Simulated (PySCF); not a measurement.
# KCa and its ions

ROHF-CCSD(T); K x2c-SVPall, Ca x2c-SVPall; spin-free X2C with a Gaussian nucleus (PySCF 2.14). Neutral (ROHF): doublet (σ ↑), Re = 4.395 Å, ωe = 63.6 cm⁻¹, De = 0.14 eV.

KCa⁺ (RHF): singlet (closed shell), Re = 4.203 Å, ωe = 92.0 cm⁻¹, De = 0.51 eV to K⁺ + Ca. The energies at the minima are -1281.07451 hartree for KCa and -1280.93632 for KCa⁺.

**Question.** Work out the adiabatic ionisation energy, without and with harmonic zero-point energies (1 hartree = 27.2114 eV, 1 eV = 8065.5 cm⁻¹), and the change of the bond length.

**Answer.** At CCSD(T): 0.13819 hartree = 3.760 eV between the minima; the zero-point term (92.0 − 63.6)/2 cm⁻¹ = +0.002 eV makes it 3.762 eV. Re changes by -19.2 pm against the neutral. The electron leaves a σ orbital, and the shorter bond of the ion fits an antibonding orbital, or a change in how ionic the bond is.

Correlated steps freeze 10 core orbitals. Weak bonds: KCa. Basis-set superposition, not corrected here, can be much of De in a small basis, most of all at correlated wavefunction levels. For an ion De counts to the pair picked by the measured ionisation energies or electron affinities, which need not be the lowest pair at this level. States were picked by a PBE0 search and need not be the measured ground states.
